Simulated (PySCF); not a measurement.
C₂H₅ClFNSi, SMILES N(=C\[Si@H](F)Cl)/C. Atoms are numbered in the order given.

```xyz
11

C     -3.3256    -0.4723     0.0439
N     -1.9823    -0.4216    -0.4564
C     -1.0177    -0.2821     0.3582
Si     0.6944    -0.2086    -0.3857
F      1.5706    -1.4632     0.1474
Cl     1.6291     1.4980     0.2834
H     -3.4001    -0.3819     1.1454
H     -3.7909    -1.4189    -0.2752
H     -3.9138     0.3318    -0.4270
H     -1.1810    -0.1941     1.4562
H      0.6693    -0.2365    -1.8622
```

Geometry optimised at PBE0-D3(BJ)/def2-SVP. The structure was generated by enumeration; whether it is a known compound was not checked. The values are those of a single conformer.

Calculation: TDA-PBE/def2-SVPD (PySCF).

Vertical excitations. 

Computed excitation energies, oscillator strengths and character:
```csv
state,energy (eV),λ (nm),f,main pairs
S1,4.13,300,0.005,HOMO→LUMO 99 %
S2,5.47,227,0.005,"HOMO−1→LUMO 72 %, HOMO−2→LUMO 27 %"
S3,5.83,213,0.036,"HOMO−3→LUMO 43 %, HOMO−2→LUMO 30 %, HOMO→LUMO+1 15 %, HOMO−1→LUMO 10 %"
S4,5.95,208,0.020,"HOMO→LUMO+1 82 %, HOMO−3→LUMO 13 %"
S5,6.30,197,0.056,HOMO→LUMO+2 92 %
S6,6.38,194,0.023,HOMO→LUMO+3 89 %
S7,6.51,190,0.018,HOMO−4→LUMO 86 %
S8,6.81,182,0.022,HOMO−5→LUMO 86 %
S9,6.89,180,0.039,HOMO→LUMO+4 90 %
S10,6.98,178,0.065,"HOMO→LUMO+5 57 %, HOMO−3→LUMO 11 %, HOMO−2→LUMO 9 %"
T1,3.28,378,0,HOMO→LUMO 100 %
T2,4.63,268,0,"HOMO−2→LUMO 47 %, HOMO−1→LUMO 34 %, HOMO−3→LUMO 15 %"
T3,5.26,236,0,"HOMO−1→LUMO 63 %, HOMO−2→LUMO 32 %"
T4,5.69,218,0,"HOMO−3→LUMO 80 %, HOMO−2→LUMO 19 %"
```
Triplets are in the Tamm–Dancoff approximation.
